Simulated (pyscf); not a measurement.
## H₃Si–O–SiH₃ (SMILES [SiH3]O[SiH3]), singlet

Gas-phase minimum from PySCF at ωB97X-D3(BJ)/def2-SVP, one conformer. 

SMILES: O([SiH3])[SiH3]
```xyz
9

Si     0.1808     1.4941    -1.2344
O      0.3233     0.8816     0.3000
Si     0.8851    -0.4293     1.1462
H     -0.6428     2.7306    -1.1765
H      1.5281     1.8176    -1.7881
H     -0.4767     0.4953    -2.1278
H      0.3309    -1.6893     0.5684
H      2.3744    -0.4875     1.0803
H      0.4532    -0.2997     2.5630
```

Bonded distances (Å): Si1–O2 1.658, Si1–H4 1.487, Si1–H5 1.492, Si1–H6 1.493, O2–Si3 1.658, Si3–H7 1.493, Si3–H8 1.492, Si3–H9 1.487. Bond angles (°): O2–Si1–H4 108.6, O2–Si1–H5 110.2, O2–Si1–H6 110.2, H4–Si1–H5 109.5, H4–Si1–H6 109.6, H5–Si1–H6 108.7, Si1–O2–Si3 142.5, O2–Si3–H7 110.1, O2–Si3–H8 110.3, O2–Si3–H9 108.6, H7–Si3–H8 108.7, H7–Si3–H9 109.5, H8–Si3–H9 109.6.

Properties at ωB97X-D3(BJ)/def2-SVP:

```
Item                                                                                                                                                                                                                              Result
---------------------------------------------------------------------------------------------------------------------  -----------------------------------------------------------------------------------------------------------------
Harmonic wavenumbers, unscaled                                                                                         30, 72, 99, 617, 714, 727, 763, 773, 965, 968, 970, 973, 976, 1041, 1118, 2247, 2252, 2253, 2262, 2282, 2288 cm⁻¹
Zero-point energy                                                                                                                                                                                                          34.9 kcal/mol
Rotational symmetry number                                                                                                                                                                                                             1
Entropy of this conformer at 298 K and 1 atm, rigid rotor and harmonic oscillator, modes under 100 cm⁻¹ raised to 100                                                                                                    318.0 J/(mol K)
Dipole moment                                                                                                                                                                                                                     0.44 D
```

Single-point totals, which compare only within one level (frozen core for MP2 and CC):

| level | total energy (hartree) |
|---|---|
| ωB97X-D3(BJ)/def2-TZVP | -658.00952 |
| PBE/def2-TZVP | -657.53627 |
| r²SCAN/def2-TZVP | -657.84280 |
| B3LYP-D3(BJ)/def2-TZVP | -658.00110 |
| PBE0-D3(BJ)/def2-TZVP | -657.60750 |
| M06-2X/def2-TZVP | -657.86078 |
| ωB97M-D3(BJ)/def2-TZVP | -658.03572 |
| HF/def2-TZVPP | -656.36474 |
| MP2/def2-TZVPP | -656.85649 |
| CCSD/def2-TZVPP | -656.89978 |
| CCSD(T)/def2-TZVPP | -656.91637 |

The lowest mode is so soft that the shape along it may change with the basis. Soft torsions are taken as harmonic, which can shift the entropy by several J/(mol K). The CCSD(T) − MP2 part came from Ansatz, without density fitting, on the same reference.
